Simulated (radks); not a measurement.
Values are calculated unless marked as measured or tabulated.
Q: The bismuth ion Bi+, 82 electrons, occupied as [Hg] 6p2 (the NIST ground configuration). Code: a radial shooting solver on a logarithmic mesh with Libxc functionals. Model: Dirac Kohn-Sham, PBE, spin-unpolarised, spherical densities, finite nucleus; open shells fill j = l - 1/2 first; Fermi nuclear charge, rms radius 5.5211 fm. Some entries of the table are withheld. Estimate them.

orbital  occ.  eigenvalue (eV)  r(max) (bohr)
1s1/2       2        -90458.31       0.009661
2s1/2       2              (1)        0.05643
2p1/2       2        -15616.08        0.04119
2p3/2       4        -13296.69        0.04902
3s1/2       2        -3926.297         0.1588
3p1/2       2        -3640.200            (2)
3p3/2       4        -3120.897            (3)
3d3/2       4        -2649.337            (4)
3d5/2       6        -2539.226            (5)
4s1/2       2        -906.4948         0.3564
4p1/2       2        -781.7499            (6)
4p3/2       4        -653.7796            (7)
4d3/2       4        -450.2207         0.3763
4d5/2       6        -426.3313         0.3859
5s1/2       2        -164.1972         0.7719
4f5/2       6        -162.2000         0.3399
4f7/2       8        -156.7097         0.3444
5p1/2       2              (8)         0.8072
5p3/2       4              (9)         0.8833
5d3/2       4         -35.8844          1.017
5d5/2       6         -32.8876          1.047
6s1/2       2         -21.3136          1.865
6p1/2       2         -12.5442          2.189
6p3/2       0         -10.3131          2.466

A: 
(1) 2s1/2 eigenvalue (eV): -16245.35
(2) 3p1/2 r(max) (bohr): 0.1478
(3) 3p3/2 r(max) (bohr): 0.1636
(4) 3d3/2 r(max) (bohr): 0.1269
(5) 3d5/2 r(max) (bohr): 0.1312
(6) 4p1/2 r(max) (bohr): 0.3537
(7) 4p3/2 r(max) (bohr): 0.3855
(8) 5p1/2 eigenvalue (eV): -120.9169
(9) 5p3/2 eigenvalue (eV): -96.2841
